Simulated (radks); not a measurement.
Rb+, configuration [Kr] (the NIST ground configuration). All-electron calculation, scalar-relativistic Kohn-Sham, Slater X-alpha with alpha = 0.746, spin-unpolarised, spherical densities, finite nucleus; Fermi nuclear charge, rms radius 4.2036 fm. Program: a radial shooting solver on a logarithmic mesh with Libxc functionals.

Unscreened Slater integrals over Kohn-Sham orbitals (eV).

integral,value
"F0(4p,4p)",14.453
"F2(4p,4p)",7.5140
"F0(4p,4s)",15.558
"G1(4p,4s)",10.328
"F0(4p,3d)",18.933
"F2(4p,3d)",3.9419
"G1(4p,3d)",1.2798
"G3(4p,3d)",1.1990
"F0(4p,3p)",18.947
"F2(4p,3p)",3.8812
"G0(4p,3p)",0.95698
"G2(4p,3p)",1.1176
"F0(4s,4s)",16.984
"F0(4s,3d)",21.745
"G2(4s,3d)",1.7931
"F0(4s,3p)",21.766
"G1(4s,3p)",1.5370
"F0(3d,3d)",47.660
"F2(3d,3d)",23.032
"F4(3d,3d)",14.535
"F0(3d,3p)",47.275
"F2(3d,3p)",22.748
"G1(3d,3p)",27.209
"G3(3d,3p)",17.003
"F0(3p,3p)",47.424
"F2(3p,3p)",23.799
